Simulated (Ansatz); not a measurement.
```xyz
8

Li   -0.9240   -0.9240   -0.9240
F    -1.0249   -1.0249    1.0249
F    -1.0249    1.0249   -1.0249
Li   -0.9240    0.9240    0.9240
F     1.0249   -1.0249   -1.0249
Li    0.9240   -0.9240    0.9240
Li    0.9240    0.9240   -0.9240
F     1.0249    1.0249    1.0249
```

Basis set: cc-pVDZ (spherical functions). Correlated methods keep 4 orbitals frozen. Charge 0, multiplicity 1.

Computed with Ansatz (development build ahead of 0.2.0); each method stands on the lowest determinant of its kind that the runs found. Restricted open shells among the atoms or ions are ROHF, correlated in semicanonical orbitals with singles.

(1) Give the atomization energy at this shape (free ground-state atoms in the same class of orbitals less the molecule, no zero-point energy) of singlet Li₄F₄ by RHF-MP2, RHF.

## Answers

(1)

| method | atomization energy |
| --- | --- |
| RHF-MP2 | 712.55 kcal/mol |
| RHF | 545.89 kcal/mol |

Caution: the shape is not the minimum.
